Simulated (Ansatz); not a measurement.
One change: `BNC(C)O` becomes `CC(O)O`.

Ansatz, PBE0-D4/def2-TZVP geometries, multiplicity 1. Each molecule was computed in one conformer, which needn't be the lowest.

| property | `BNC(C)O` |
| --- | --- |
| LUMO energy (B3LYP/def2-TZVPP) / eV | -0.27 |
| HOMO–LUMO gap (ωB97M-V/def2-TZVPP) / eV | 12.25 |
| HOMO–LUMO gap (B3LYP/def2-TZVPP) / eV | 7.59 |
| HOMO energy (ωB97M-V/def2-TZVPP) / eV | -10.49 |
| HOMO energy (PBE/def2-TZVPP) / eV | -6.59 |
| HOMO–LUMO gap (PBE0/def2-TZVPP) / eV | 8.07 |

What does the change do to each property? (Estimate.)

The calculation gave: 
| property | `CC(O)O` | shift |
| --- | --- | --- |
| LUMO energy (B3LYP/def2-TZVPP) / eV | 0.69 | 0.96 |
| HOMO–LUMO gap (ωB97M-V/def2-TZVPP) / eV | 13.10 | 0.85 |
| HOMO–LUMO gap (B3LYP/def2-TZVPP) / eV | 8.58 | 0.99 |
| HOMO energy (ωB97M-V/def2-TZVPP) / eV | -10.61 | -0.12 |
| HOMO energy (PBE/def2-TZVPP) / eV | -6.41 | 0.18 |
| HOMO–LUMO gap (PBE0/def2-TZVPP) / eV | 9.22 | 1.15 |

B3LYP here is the variant with VWN-RPA as its local correlation; programs differ in this.
